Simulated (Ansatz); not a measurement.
System: C2H10N2Si (charge 0, singlet). SMILES: N[Si](C)(C)N
Geometry from a B3LYP-D3(BJ)/def2-TZVP (Ansatz, a program for electronic structure) optimisation:
```
Si
N 1 1.7232
H 2 1.0068 1 121.33
H 2 1.0076 3 111.68 1 153.04
N 1 1.7232 2 105.71 3 -155.67
H 5 1.0068 1 121.33 2 -155.67
H 5 1.0076 6 111.68 1 153.04
C 1 1.8762 2 116.01 3 88.02
H 8 1.0921 1 111.16 2 56.78
H 8 1.0924 9 107.87 1 121.52
H 8 1.0936 9 107.89 10 115.76
C 1 1.8762 2 105.35 3 -32.33
H 12 1.0921 1 111.16 2 -59.73
H 12 1.0924 13 107.87 1 121.52
H 12 1.0936 13 107.89 14 115.76
```

Computed values are from Ansatz. Valence correlation only, unless marked. Open shells are spin-unrestricted. Spin-orbit coupling is left out. No relativistic terms. CBS marks a two-point X^-3 extrapolation of the correlation energy; Hartree-Fock from the larger set. The bracket is a focal-point correction in the basis named.

The atomisation energy De is 5558.0 kJ/mol at CCSD(T)/CBS(cc-pV(T+d)Z,cc-pV(Q+d)Z) and the vertical ionisation energy (to the doublet) is 9.48 eV at RI-MP2/CBS(aug-cc-pV(T+d)Z,aug-cc-pV(Q+d)Z)+[CCSD(T)-MP2]/aug-cc-pV(T+d)Z. The vertical triplet-singlet gap is 6.00 eV at RI-MP2/CBS(aug-cc-pV(T+d)Z,aug-cc-pV(Q+d)Z)+[CCSD(T)-MP2]/aug-cc-pV(T+d)Z and the total energy comes out as -480.6949 Eh at CCSD(T)/CBS(cc-pV(T+d)Z,cc-pV(Q+d)Z). The dipole moment comes out as 0.02 D at CCSD(T)/aug-cc-pV(D+d)Z and the T1 diagnostic is 0.009 at CCSD/cc-pV(Q+d)Z.
